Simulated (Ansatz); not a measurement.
Consider the ligand exchange at the In–O bond: `N=C(O)[O][InH2]` + `OBF` → `FB[O][InH2]` + `N=C(O)O`.

Program: Ansatz. Geometries: PBE0-D4/def2-TZVP. ΔE: electronic, gas phase. CCSD(T)/CBS adds triple-zeta CCSD(T) − MP2 to the extrapolated MP2 energy (def2 sets, frozen cores). This one scheme is used for every species. DFT in def2-TZVPP. B3LYP here is the variant with VWN-RPA as its local correlation; programs differ in this. Elements past krypton have def2 core potentials. For In outer-core shells are correlated without core-valence functions, which leaves a few kJ/mol of doubt a bond. Each species was taken in one conformer, which may not be the lowest.

Q: Is it downhill or uphill in electronic energy at CCSD(T)/CBS, and by how much? (Estimate.)

A: Computed: Downhill: ΔE = -3.3 kJ/mol.

Q: What do these levels give: PBE-D4, B3LYP-D4, BHLYP-D4, B2PLYP, BLYP, r2SCAN, PBE0, r2SCANh, BHLYP, LC-ωPBE, RPA@PBE/def2-TZVPP, SCS-MP2/def2-QZVPP? (An estimate is asked.)

A: Ansatz gave: PBE-D4 -3.4, B3LYP-D4 -0.5, BHLYP-D4 0.2, B2PLYP -3.2, BLYP -3.1, r2SCAN -7.2, PBE0 -3.8, r2SCANh -6.4, BHLYP -1.5, LC-ωPBE -5.3, RPA@PBE/def2-TZVPP -6.0, SCS-MP2/def2-QZVPP -4.2 kJ/mol.

Largest T1 diagnostic among the species: 0.016.

At CCSD(T), def2-SVP lies −6.0 kJ/mol from the extrapolated value and def2-TZVPP −1.0 kJ/mol. In def2-TZVPP, CCSD(T) changes the Hartree–Fock value by −5.4 kJ/mol (the triples alone add −0.6 kJ/mol) and MP2 by −5.3 kJ/mol. Leaving LDA and LC-ωPBE aside and taking each functional with its dispersion term where it has one, the values, not all of them listed here, spread over 7.0 kJ/mol, from r2SCAN-D4 to BHLYP-D4.
